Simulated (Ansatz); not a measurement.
System: sum formula HSO$_{2}$ (charge 0, doublet). It need not be the lowest isomer of its formula. SMILES: O=[SH]=O
Coordinates optimised at B3LYP-D3(BJ)/def2-TZVP (Ansatz, a first-principles code):
```
S
O 1 1.4558
O 1 1.4558 2 123.06
H 1 1.3839 2 105.30 3 -120.30
```
Charge 0, spin multiplicity 2.

Computed values are from Ansatz. Cores are frozen in the correlated levels unless marked. Open shells are spin-unrestricted. Spin-orbit coupling is left out. No relativistic terms. Basis-set limits of correlation are two-point, X^-3; Hartree-Fock from the larger set. [CCSD(T)-MP2]/basis is that difference in the basis named.

```json
{
  "atomisation energy De": "1172.5 kJ/mol at RI-MP2/CBS(cc-pV(T+d)Z,cc-pV(Q+d)Z)+[CCSD(T)-MP2]/cc-pV(T+d)Z",
  "total_energy": "-548.6318 Eh at RI-MP2/CBS(cc-pV(T+d)Z,cc-pV(Q+d)Z)+[CCSD(T)-MP2]/cc-pV(T+d)Z",
  "dipole_moment": "2.53 D at CCSD(T)/aug-cc-pV(D+d)Z",
  "T1 diagnostic": "0.023 at CCSD/cc-pV(T+d)Z"
}
```
